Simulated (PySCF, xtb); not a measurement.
C3H6Cl2, SMILES CC(C)(Cl)Cl.

Harmonic wavenumbers (cm⁻¹) from GFN2-xTB run with xtb at its own minimum, in rising order: 207, 234, 239, 259, 326, 345, 367, 562, 615, 925, 962, 1008, 1110, 1153, 1193, 1392, 1404, 1457, 1466, 1467, 1478, 3031, 3033, 3035, 3036, 3047, 3047.

### Question
What does PBE0-D3(BJ)/def2-SVP in PySCF give at its own minimum? (An estimate is asked for; the answer gives what the named calculation found.)

### Answer
256, 277, 286, 308, 365, 366, 396, 580, 673, 943, 948, 1008, 1130, 1178, 1233, 1386, 1397, 1442, 1446, 1457, 1468, 3068, 3071, 3170, 3175, 3191, 3191. Paired by order, the mean absolute difference is 43 cm⁻¹ and the zero-point energies are 52.0 and 53.5 kcal/mol.
